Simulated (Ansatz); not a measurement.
A structure relaxed at PBE0-D4/def2-TZVP, charge 0, multiplicity 1:

| atom | x (Å) | y (Å) | z (Å) |
| --- | --- | --- | --- |
| N1 | 0.794 | -0.783 | 0.901 |
| Si2 | -0.263 | 0.245 | 0.063 |
| O3 | -1.744 | -0.430 | -0.169 |
| S4 | 0.491 | 0.626 | -1.900 |
| H5 | 0.751 | -0.856 | 1.905 |
| H6 | 1.143 | -1.626 | 0.475 |
| H7 | -0.374 | 1.492 | 0.859 |
| H8 | -2.386 | 0.069 | -0.677 |
| H9 | 1.588 | 1.264 | -1.458 |

Give its formula and SMILES.

H5NOSSi, `N[SiH](O)S`.

Summarise the bond lengths by kind.

1 × N–Si 1.696 Å; 2 × H–N 1.007 Å; 1 × O–Si 1.644 Å; 1 × S–Si 2.137 Å; 1 × H–Si 1.483 Å; 1 × H–O 0.959 Å; 1 × H–S 1.344 Å.

All numbers were calculated with Ansatz.
